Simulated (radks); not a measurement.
The gallium anion Ga- inside a hard spherical wall (all orbitals vanish at R), configuration held at [Ar] 3d10 4s2 4p2 and not refilled when levels cross. Method: non-relativistic Kohn-Sham, PBE, spin-polarised, spherical densities, point nucleus; open shells are filled with parallel spins first; computed with a radial shooting solver on a logarithmic mesh with Libxc functionals. Eigenvalues in eV for spin up, with the zero of energy where the potential of the charges vanishes at infinity; a dash marks a level that is unbound or too diffuse for the functional's potential to be trusted. A positive occupied level is held by the wall or, in an anion where self-interaction has pushed it up, behind a barrier. The pressure on the wall is -dE/dV.

| R (bohr) | E (hartree) | kinetic (hartree) | e(3p) | e(3d) | e(4s) | e(4p) | e(5s, empty) | e(4d, empty) | pressure (GPa) |
|---|---|---|---|---|---|---|---|---|---|
| 10 | -1924.57591 | 1923.329 | -91.227 | -13.294 | -3.041 | 2.293 | 4.365 | 5.810 | 0.141 |
| 8 | -1924.55380 | 1923.396 | -90.220 | -12.293 | -2.289 | 3.127 | 6.893 | 7.975 | 0.699 |
| 6 | -1924.46599 | 1923.684 | -87.833 | -9.938 | -0.557 | 5.339 | 13.903 | 12.668 | 5.81 |
| 5 | -1924.31762 | 1924.159 | -85.265 | -7.425 | 1.487 | 8.067 | 22.575 | 17.697 | 21.9 |
| 4 | -1923.89128 | 1925.449 | -80.512 | -2.818 | 6.045 | 14.062 | 41.483 | 27.722 | 106 |
| 3.5 | -1923.38103 | 1926.945 | -76.478 | 1.069 | 10.694 | 19.984 | 59.833 | 36.878 | 268 |
| 1.5 | -1890.93681 | 2017.480 | 11.527 | 94.598 | 212.81 | 237.41 | 604.37 | 272.97 | 88800 |
